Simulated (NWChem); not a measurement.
System meant: C4H3S, doublet; SMILES [c]1ccsc1

The following NWChem deck was run.

```
start job
memory heap 200 mb stack 900 mb global 1100 mb
geometry units angstroms noautoz
  C      0.881084    -1.180582     0.000000
  C      1.303441     0.099750     0.000000
  S     -0.112718     1.143225     0.000000
  C     -1.190420    -0.221956     0.000000
  C     -0.517187    -1.416500     0.000000
  H      2.297769     0.522535     0.000000
  H     -2.260708    -0.059570     0.000000
  H     -0.992491    -2.389913     0.000000
end
basis spherical
  * library def2-svp
end
dft
  odft
  mult 2
  xc pbe0
  iterations 4
  mulliken
end
task dft energy
```

End of the output:

```
     --------------------------
     Expectation value of S2:
     --------------------------
      <S2> =      0.7563 (Exact =     0.7500)

 center of mass
 --------------
 x =   0.02083444 y =   0.04336900 z =   0.00000000

 moments of inertia (a.u.)
 ------------------
         318.903913783977          -0.000000000000           0.000000000000
          -0.000000000000         220.543753721484           0.000000000000
           0.000000000000           0.000000000000         539.447667505461

     Multipole analysis of the density
     ---------------------------------

     L   x y z        total         alpha         beta         nuclear
     -   - - -        -----         -----         ----         -------
     0   0 0 0     -0.000000    -22.000000    -21.000000     43.000000

     1   1 0 0     -0.242798     -1.025631      0.782833      0.000000
     1   0 1 0      0.069524      1.221533     -1.152009     -0.000000
     1   0 0 1     -0.000000     -0.000000     -0.000000      0.000000

     2   2 0 0    -23.378513    -79.605008    -73.919872    130.146367
     2   1 1 0      1.810528      0.535348     -5.543018      6.818198
     2   1 0 1     -0.000000     -0.000000     -0.000000      0.000000
     2   0 2 0    -25.949380   -102.536603    -93.929020    170.516243
     2   0 1 1     -0.000000     -0.000000      0.000000      0.000000
     2   0 0 2    -29.115526    -14.901532    -14.213994      0.000000

 ------------------------------------------------------------------------
 dft energy failed                                                                                  0
 ------------------------------------------------------------------------
 ------------------------------------------------------------------------
  current input line :
    23: task dft energy
 ------------------------------------------------------------------------
 ------------------------------------------------------------------------
 This type of error is most commonly associated with calculations not reaching convergence criteria
 ------------------------------------------------------------------------
 For more information see the NWChem manual at https://nwchemgit.github.io

0:dft energy failed:Received an Error in Communication
```

Problem. Can this run be used? If not, why, and what is the fix?

Solution. Convergence was not reached. Cause: the SCF was allowed too few iterations. This input runs:
```
start job
memory heap 200 mb stack 900 mb global 1100 mb
geometry units angstroms noautoz
  C      0.881084    -1.180582     0.000000
  C      1.303441     0.099750     0.000000
  S     -0.112718     1.143225     0.000000
  C     -1.190420    -0.221956     0.000000
  C     -0.517187    -1.416500     0.000000
  H      2.297769     0.522535     0.000000
  H     -2.260708    -0.059570     0.000000
  H     -0.992491    -2.389913     0.000000
end
basis spherical
  * library def2-svp
end
dft
  odft
  mult 2
  xc pbe0
  iterations 150
  mulliken
end
task dft energy
```
It converges to -551.75737 Ha (PBE0/def2-SVP, spin-unrestricted).
